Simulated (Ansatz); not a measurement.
Ansatz (a program for electronic structure) input for C₂H₉FSi₃, SMILES F[C@H]1C[SiH2][Si@@H]1[SiH3], PBE/def2-SVPD. Coordinates come from a B3LYP-D3(BJ)/def2-SVP optimisation. The structure was generated by enumeration; whether it is a known compound was not checked.

Ansatz 0.2 input:
```yaml
crystal:
  periodic: [false, false, false]
  atoms:
    - {symbol: F, position_ang: [-0.89658668, -0.94638250, -2.18005975]}
    - {symbol: C, position_ang: [-0.80884716, -0.07404720, -1.10638992]}
    - {symbol: C, position_ang: [-2.10129807, 0.00544655, -0.27210230]}
    - {symbol: Si, position_ang: [-1.32556928, 0.56623596, 1.39738767]}
    - {symbol: Si, position_ang: [0.46963271, -0.48878289, 0.30630544]}
    - {symbol: Si, position_ang: [2.63291156, 0.39009237, 0.10596618]}
    - {symbol: H, position_ang: [-0.57134541, 0.92921959, -1.50934735]}
    - {symbol: H, position_ang: [-2.91159126, 0.59386549, -0.73120511]}
    - {symbol: H, position_ang: [-2.47444669, -1.02188300, -0.11289602]}
    - {symbol: H, position_ang: [-1.20535801, 2.04743404, 1.52511658]}
    - {symbol: H, position_ang: [-1.96365124, 0.00840107, 2.62178685]}
    - {symbol: H, position_ang: [0.47442316, -1.95941141, 0.56909335]}
    - {symbol: H, position_ang: [2.53168605, 1.83902308, -0.24037001]}
    - {symbol: H, position_ang: [3.36770048, 0.25438800, 1.39840173]}
    - {symbol: H, position_ang: [3.40508472, -0.30762668, -0.96431925]}
basis:
  gaussian:
    orbitals: def2-SVPD
hamiltonian:
  xc: {name: PBE}
```

Output:

```
WARN ansatz: RAYON_NUM_THREADS=2 ignored (pool sized by the plan → 2); use --threads N
Functional definition: PBE
integrals: 0.18 GiB planned
1783 factors; their error is unknown
mean field: 1.11 GiB planned
mean field evaluation 1: about -28533.0207 eV, gradient 5.6e1 eV
mean field evaluation 2: about -28509.3524 eV, gradient 1.0e2 eV
mean field evaluation 4: about -28540.9749 eV, gradient 7.9e0 eV
mean field evaluation 8: about -28541.1517 eV, gradient 1.7e-1 eV
mean field evaluation 16: about -28541.0883 eV, gradient 6.2e-4 eV
mean field -28541.08827018 eV, -1048.8656480845 hartree, gradient 2.6e-5 eV, S^2 0.000000; 0 other end points of the search recorded, 0 dependent functions left out
reference -28541.08832953 eV, -1048.8656502656 hartree; 36, 36 occupied and 171, 171 virtual orbitals, 1783 factors
Total energy: -28541.08832953 eV, -1048.8656502656 hartree
```

The calculation finished and met its thresholds.
